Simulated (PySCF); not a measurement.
Delta-SCF ions had no search for a lower state. Excitations are Tamm–Dancoff values on a coarser integration grid. The basis has no diffuse functions, so Rydberg states are missing or too high.

# C₃H₃N, SMILES `C#CN=C` (charge 0, multiplicity 1)

Calculation: TPSSh-D3(BJ)/def2-TZVP // PBE0-D3(BJ)/def2-TZVP (PySCF).

```
Property                                                          Result
-------------------------------------------  ---------------------------
HOMO                                                            -6.47 eV
dipole moment                                                     1.75 D
HOMO–LUMO gap                                                    4.33 eV
LUMO                                                            -2.14 eV
S1 excitation (TDA)                                              3.68 eV
S1 oscillator strength                                             0.000
brightest of the four lowest singlets (TDA)                      5.47 eV
T1 excitation (TDA)                                              3.21 eV
S1–T1 gap (TDA)                                                  0.47 eV
vertical ionisation energy (Delta-SCF)                           9.29 eV
total energy                                                -170.8447 Ha
cost                                         very roughly 4 core-minutes
```

Bond lengths (Å): C1–C2 1.205, C1–H5 1.063, C2–N3 1.330, N3–C4 1.269, C4–H6 1.087, C4–H7 1.093. Bond angles (°): C2–C1–H5 179.2, C1–C2–N3 174.6, C2–N3–C4 121.4, N3–C4–H6 118.2, N3–C4–H7 123.3, H6–C4–H7 118.5.
